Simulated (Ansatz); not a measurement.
Reactions of BH6NOSi, SMILES `OBN[SiH3]`.

Calculated with Ansatz (gas phase, PBE0-D4/def2-TZVP geometries, no zero-point term in ΔE). CCSD(T)/CBS is the MP2 limit (def2-TZVPP, def2-QZVPP) plus CCSD(T) − MP2 in def2-TZVPP, frozen cores. This one scheme is used for every species. Elements past krypton have def2 core potentials. For Br, In, Se outer-core shells are correlated without core-valence functions, which leaves a few kJ/mol of doubt a bond. Scalar relativity is left out up to krypton. One conformer a species, not always the lowest.

Order these by ΔE at CCSD(T)/CBS, lowest first. (Estimate.)
A. `OBN[SiH3]` + H–F → `FBN[SiH3]` + H₂O
B. `OBN[SiH3]` + `[OH][InH][Br]` → `[SiH3][O][InH][Br]` + `NBO`
C. `OBN[SiH3]` → `BO[SiH2]N`
D. `OBN[SiH3]` + H₂Se → `[SiH3]NB[SeH]` + H₂O
E. `OBN[SiH3]` + H₂ → `BO` + `N[SiH3]`

B (-14.9 kcal/mol), A (-3.6 kcal/mol), C (+3.2 kcal/mol), D (+12.5 kcal/mol), E (+24.3 kcal/mol).

Largest T1 diagnostic: 0.014, for `BO`.
